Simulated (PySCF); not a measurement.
## NMR parameters of [CuF4]-

[CuF4]-, point group D4h.

Geometry (Å), atoms numbered from 1 in this order:
```xyz
5

Cu    0.000    0.000    0.000
F     1.763   -0.004    0.002
F    -0.001    1.763    0.003
F    -1.762    0.003   -0.002
F     0.000   -1.762   -0.003
```

Total charge -1.

GIAO calculations in PySCF 2.14 on the PBE0-D3(BJ)/def2-SVP structure: isolated species, non-relativistic, equivalent atoms averaged; basis pcSseg-1 (pcSseg-2 on Cu).

Question: Give the isotropic shieldings (ppm) with B3LYP, PBE, PBE0.

Answer: 
```tsv
atoms	environment	B3LYP	PBE	PBE0
Cu1	Cu bonded to 4 F	-4222	-2880	-4891
F2/F3/F4/F5	fluorine bonded to Cu	462.5	327.9	516.4
HOMO–LUMO gap (eV)	–	4.20	1.79	4.78
```

Question: And the chemical shifts, against references computed in the same way?

Answer: 
```json
{"atoms": "F2/F3/F4/F5", "nucleus, reference": "¹⁹F, CFCl3", "B3LYP": "-290.6", "PBE": "-183.2", "PBE0": "-339.2"}
```

Question: Which part of the shielding of Cu1 depends on the functional?

Answer: Diamagnetic: B3LYP 2390, PBE 2392, PBE0 2390 ppm; paramagnetic: B3LYP -6612, PBE -5271, PBE0 -7281 ppm. The diamagnetic part, set mainly by inner electrons, hardly moves; the paramagnetic part goes with low-lying magnetically allowed excitations and carries the spread.

Question: What couplings does PBE/pcJ-1 (pcSseg-1 on Cu) give?

Answer: ²J(F2,F3) = -192.6 Hz (averaged over equivalent pairs; isotopes ¹⁹F).

Unscaled 19F shifts against computed CFCl3 carry errors that often reach 10 to 50 ppm.
